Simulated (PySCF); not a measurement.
Labels have come off several samples. The candidates:

A. SMILES [SiH3][Si@@H](C#CC(=O)[SiH3])P
B. `N#CC1(/C=C/[SiH3])C=CC=C1`
C. `InChI=1S/C8H9NSi/c1-4-10-8(5-6-9)7(2)3/h1,5H,2,10H2,3H3/b8-5-`

Spectrum 1. ¹³C{¹H} NMR (computed): δ 150.3 (CH), 146.0 (CH), 142.9 (CH), 128.7 (CH), 119.7 (C), 57.2 (C).

Spectrum 2. ¹³C{¹H} NMR (computed): δ 171.9 (C), 158.1 (C), 123.1 (C), 119.9 (CH2), 115.2 (CH), 106.6 (CH), 85.2 (C), 25.5 (CH3).

Spectrum 3. ¹³C{¹H} NMR (computed): δ 223.6 (C), 114.4 (C), 111.3 (C).

PySCF 2.14.0 with density-fitted response routines calculation with shieldings: GIAO PBE0/pcSseg-1 and coordinates at the GFN2-xTB level; non-relativistic, equivalent nuclei averaged, one computed conformer, no solvent model.

Shifts are taken against calculated references (same method and geometry level): ¹³C vs TMS. Splittings of carbon signals by F and P are missing where no couplings were computed. Shifts are as computed. Against solution values, carbons near 30 ppm lie about +3 ppm off and those near 130 ppm about +5 ppm. Of 1309 compounds with measured shifts, 239 miss one by over three times the rms of a fit or turn the order of signals round; such compounds aren't used in these exercises.

Problem. Match each spectrum to its structure.

Solution. 1–B, 2–C, 3–A.

- Spectrum 1 (B): 6 ¹³C signals; δC 150.3 is an alkene CH; δC 146.0 is an alkene CH.
- Spectrum 2 (C): 8 ¹³C signals; δC 158.1 is a fully substituted alkene carbon; δC 123.1 is a nitrile carbon.
- Spectrum 3 (A): 3 ¹³C signals; δC 223.6 is a carbonyl carbon; δC 114.4 is an alkyne carbon.
